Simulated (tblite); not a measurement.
C₆H₁₁BFN.
SMILES with atom numbers: `[CH3:1][C@@H:2]1[CH2:3][C@H:4]([BH:5][NH2:6])[CH:7]=[C:8]1[F:9]` (hydrogens: H10, H11, H12 on C1; H13 on C2; H14, H15 on C3; H16 on C4; H17 on B5; H18, H19 on N6; H20 on C7)

Computed with GFN2-xTB (tblite), gas phase: L-BFGS steps from a force-field or distance-geometry start until the largest atomic force falls under 0.01 eV/Å.

Step 56: E = -744.4686 eV
```
atom  x, y, z in Å  |  force x, y, z in eV/Å
C1     -1.9045   -0.2309    1.0066   -0.004  -0.023   0.019
C2     -1.4159    0.2677   -0.3535   -0.011   0.047  -0.021
C3     -0.4087   -0.6745   -1.0445   -0.015   0.014  -0.011
C4      0.9788    0.0382   -1.0374   -0.008  -0.023   0.002
B5      2.0527   -0.7346   -0.1243    0.017   0.027  -0.004
N6      1.9294   -0.7048    1.2469    0.025  -0.060   0.000
C7      0.6511    1.4242   -0.5687    0.055  -0.035   0.080
C8     -0.6180    1.5291   -0.2234    0.024   0.051  -0.028
F9     -1.2225    2.6529    0.2228   -0.007  -0.015   0.060
H10    -2.5323    0.5196    1.4832    0.003   0.016  -0.021
H11    -1.0673   -0.4459    1.6650    0.042  -0.020   0.014
H12    -2.4887   -1.1379    0.8804   -0.029  -0.051   0.018
H13    -2.2995    0.4379   -0.9755   -0.021   0.022  -0.069
H14    -0.7186   -0.8608   -2.0727   -0.002  -0.032   0.018
H15    -0.3694   -1.6346   -0.5299    0.035   0.019  -0.020
H16     1.3570    0.1070   -2.0624   -0.017  -0.025   0.006
H17     2.9302   -1.3543   -0.5990   -0.056   0.013   0.019
H18     1.2097   -0.1923    1.7311    0.015   0.031  -0.028
H19     2.5431   -1.2020    1.8722   -0.032   0.061  -0.003
H20     1.3882    2.2066   -0.5201   -0.017  -0.017  -0.031
```

Step 57: E = -744.4702 eV
```
atom  x, y, z in Å  |  force x, y, z in eV/Å
C1     -1.9062   -0.2322    1.0040    0.012  -0.013   0.001
C2     -1.4171    0.2678   -0.3562   -0.010   0.078  -0.007
C3     -0.4119   -0.6765   -1.0471   -0.038   0.025  -0.004
C4      0.9759    0.0351   -1.0394   -0.008  -0.027   0.004
B5      2.0502   -0.7335   -0.1247    0.042   0.008  -0.003
N6      1.9324   -0.6958    1.2465    0.015  -0.065   0.030
C7      0.6530    1.4213   -0.5656    0.054  -0.047   0.059
C8     -0.6161    1.5277   -0.2201    0.032   0.050  -0.017
F9     -1.2175    2.6494    0.2373    0.003  -0.035   0.042
H10    -2.5337    0.5203    1.4794    0.012  -0.025  -0.022
H11    -1.0665   -0.4466    1.6605    0.019  -0.012   0.011
H12    -2.4870   -1.1417    0.8759   -0.036  -0.024   0.031
H13    -2.2999    0.4449   -0.9777   -0.015   0.006  -0.067
H14    -0.7214   -0.8659   -2.0746   -0.005  -0.014   0.010
H15    -0.3779   -1.6364   -0.5319    0.058   0.023  -0.010
H16     1.3537    0.1017   -2.0647   -0.015  -0.009   0.013
H17     2.9283   -1.3543   -0.5970   -0.055   0.012   0.014
H18     1.2115   -0.1853    1.7317    0.019   0.035  -0.038
H19     2.5490   -1.1881    1.8734   -0.036   0.062  -0.018
H20     1.3962    2.1987   -0.5128   -0.048  -0.027  -0.031
```

Step 58: E = -744.4718 eV
```
atom  x, y, z in Å  |  force x, y, z in eV/Å
C1     -1.9080   -0.2340    1.0010    0.024  -0.001  -0.017
C2     -1.4185    0.2694   -0.3589   -0.010   0.072   0.005
C3     -0.4157   -0.6776   -1.0497   -0.044   0.029   0.004
C4      0.9729    0.0314   -1.0408   -0.007  -0.022   0.007
B5      2.0482   -0.7322   -0.1247    0.046  -0.015   0.000
N6      1.9356   -0.6882    1.2465   -0.017  -0.040   0.037
C7      0.6562    1.4173   -0.5609    0.026  -0.045   0.024
C8     -0.6134    1.5271   -0.2170    0.022   0.025  -0.001
F9     -1.2125    2.6456    0.2519    0.017  -0.040   0.025
H10    -2.5355    0.5201    1.4750    0.016  -0.057  -0.016
H11    -1.0662   -0.4476    1.6563   -0.006  -0.004   0.003
H12    -2.4862   -1.1461    0.8723   -0.032   0.012   0.034
H13    -2.3007    0.4519   -0.9808    0.000  -0.002  -0.052
H14    -0.7247   -0.8706   -2.0767   -0.008   0.007  -0.001
H15    -0.3853   -1.6377   -0.5348    0.068   0.023   0.006
H16     1.3499    0.0959   -2.0665   -0.008   0.008   0.017
H17     2.9251   -1.3541   -0.5948   -0.029  -0.003  -0.003
H18     1.2141   -0.1780    1.7313    0.019   0.038  -0.039
H19     2.5559   -1.1726    1.8748   -0.019   0.043  -0.010
H20     1.4035    2.1907   -0.5067   -0.058  -0.030  -0.024
```

Step 59: E = -744.4728 eV
```
atom  x, y, z in Å  |  force x, y, z in eV/Å
C1     -1.9093   -0.2355    0.9985    0.023   0.004  -0.023
C2     -1.4197    0.2717   -0.3607   -0.011   0.031   0.007
C3     -0.4192   -0.6777   -1.0516   -0.029   0.022   0.008
C4      0.9708    0.0279   -1.0412   -0.006  -0.011   0.008
B5      2.0475   -0.7317   -0.1242    0.027  -0.029   0.005
N6      1.9378   -0.6840    1.2469   -0.034  -0.014   0.024
C7      0.6593    1.4134   -0.5566   -0.011  -0.030  -0.007
C8     -0.6104    1.5270   -0.2148    0.001  -0.009   0.010
F9     -1.2086    2.6426    0.2616    0.029  -0.026   0.018
H10    -2.5373    0.5184    1.4717    0.011  -0.060  -0.003
H11    -1.0668   -0.4485    1.6537   -0.015   0.001  -0.004
H12    -2.4866   -1.1491    0.8709   -0.020   0.036   0.023
H13    -2.3013    0.4569   -0.9836    0.015   0.001  -0.034
H14    -0.7275   -0.8727   -2.0783   -0.010   0.023  -0.005
H15    -0.3895   -1.6383   -0.5375    0.061   0.025   0.019
H16     1.3468    0.0918   -2.0670    0.001   0.018   0.016
H17     2.9223   -1.3539   -0.5934    0.007  -0.023  -0.019
H18     1.2162   -0.1722    1.7297    0.016   0.039  -0.030
H19     2.5624   -1.1603    1.8763   -0.008   0.027   0.002
H20     1.4080    2.1849   -0.5034   -0.045  -0.024  -0.013
```

Question: Estimate the geometry and energy of step 60. (The exact step hangs on the optimiser's Hessian estimate; all steps are aligned on step 59, rigid shifts and turns removed.)

Answer: E = -744.4735 eV, largest force 0.056 eV/Å
```
atom  x, y, z in Å  |  force x, y, z in eV/Å
C1     -1.9096   -0.2364    0.9966    0.011   0.004  -0.018
C2     -1.4205    0.2737   -0.3617   -0.011  -0.012   0.001
C3     -0.4218   -0.6773   -1.0525   -0.004   0.009   0.005
C4      0.9695    0.0255   -1.0412   -0.001  -0.004   0.008
B5      2.0477   -0.7318   -0.1238    0.002  -0.033   0.006
N6      1.9386   -0.6821    1.2474   -0.043   0.007  -0.005
C7      0.6610    1.4102   -0.5540   -0.032  -0.012  -0.022
C8     -0.6087    1.5268   -0.2133   -0.016  -0.032   0.015
F9     -1.2061    2.6404    0.2673    0.033  -0.005   0.017
H10    -2.5383    0.5161    1.4698    0.001  -0.040   0.012
H11    -1.0674   -0.4490    1.6522   -0.012   0.002  -0.008
H12    -2.4875   -1.1501    0.8708   -0.010   0.038   0.007
H13    -2.3015    0.4597   -0.9858    0.021   0.006  -0.020
H14    -0.7294   -0.8731   -2.0793   -0.012   0.028  -0.004
H15    -0.3904   -1.6379   -0.5387    0.044   0.024   0.024
H16     1.3450    0.0897   -2.0671    0.007   0.020   0.013
H17     2.9211   -1.3541   -0.5928    0.030  -0.036  -0.028
H18     1.2175   -0.1677    1.7279    0.012   0.037  -0.020
H19     2.5659   -1.1529    1.8771    0.004   0.012   0.021
H20     1.4098    2.1809   -0.5018   -0.025  -0.012  -0.006
```

The energy changes by -0.0007 eV. The first-order estimate −F·Δx gives -0.0010 eV and the mean of the old and new forces, exact on a quadratic surface, -0.0007 eV. The step makes an angle of 69° with the force vector and moves no atom by more than 0.008 Å.

What follows is the cost of the whole relaxation. Time: 2.1 s. Hardware: an Arm Neoverse N1 with one thread, shared host with 64 logical CPUs at a one-minute load of 61.
